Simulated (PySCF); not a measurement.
Question: Write Cartesian coordinates for `[SiH3]/C=C/[SiH2]Cl` as optimised with PBE0-D3(BJ)/def2-SVP.

Answer: 
```xyz
12
C2H7ClSi2 angstrom
Si    -0.6805   -1.0023   -1.8006
C      1.1728   -1.1870   -2.0132
C      2.0768   -0.8572   -1.0755
Si     3.9228   -1.0314   -1.2837
Cl     4.3131   -1.8797   -3.1352
H     -0.9649   -0.4745   -0.4320
H     -1.2315   -0.0608   -2.8234
H     -1.3612   -2.3217   -1.9790
H      1.5476   -1.5886   -2.9661
H      1.7260   -0.4540   -0.1129
H      4.5018   -1.9155   -0.2324
H      4.5987    0.2963   -1.2258
```

Any rigid rotation of these coordinates is as good. Atoms count from 1 in this order. Si4 (chlorine-bound silicon) is tetrahedral (angles from 108.3° to 111.2°). The 5 heavy atoms lie in one plane (0.009 Å rms). Si1 (SiH3 silicon) is tetrahedral (angles from 107.8° to 110.5°). Of the pairs four or more bonds apart, Cl5···H9 is among the closest relative to their van der Waals radii: 2.79 Å, 94 % of the sum of Bondi's values.

Bonds between heavy atoms (Å): Si1–C2 1.875, C2=C3 1.344, C3–Si4 1.866, Si4–Cl5 2.074.

The calculation used PBE0-D3(BJ)/def2-SVP geometry optimisation, gas phase in PySCF.

Point group: near Cs, missed by 0.11 Å at most; the miss may be what the optimiser left on a soft mode. PBE0-D3(BJ)/def2-SVP frequencies: not computed here. One conformer, not necessarily the lowest (C2–C3–Si4–Cl5 -2°).

Time: 90 s wall; peak memory 0.46 GiB. Hardware: an Arm Neoverse N1 with one thread, shared host. This is the geometry optimisation.
